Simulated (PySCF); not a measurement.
Stationary points of IOCl

Method: PBE0/[I def2-TZVP with ECP28, O def2-TZVP, Cl def2-TZVP], scalar-relativistic core potentials, density fitting, no spin–orbit coupling, PySCF.

Relaxations began from a few typed shapes. The search is not exhaustive: other isomers or separated fragments can lie lower, and high-lying points may rest on an excited occupation.

(1) Order these stationary points by electronic energy, lowest first, in kJ/mol from the lowest minimum.
A. singlet Cs: I–Cl 2.359 Å, I–O 1.802 Å; Cl–I–O 107.2°
B. singlet C∞v: I–Cl 2.522 Å, I–O 1.849 Å; Cl–I–O 180.0°

(2) Which of them are minima?

Results:

(1) A (0.0), B (147.1).

(2) By energy in kJ/mol, 0.0: minimum; 147.1: saddle point, 1 imaginary mode.

Counting electrons, iodine keeps 4 of its valence electrons outside its bonds, so the VSEPR class is AX2E2 and the expected shape is bent; with unlike ligands the computed point group is Cs.

The electron or spin density has lower symmetry than the nuclear frame for the singlet C∞v at 147.1 kJ/mol.
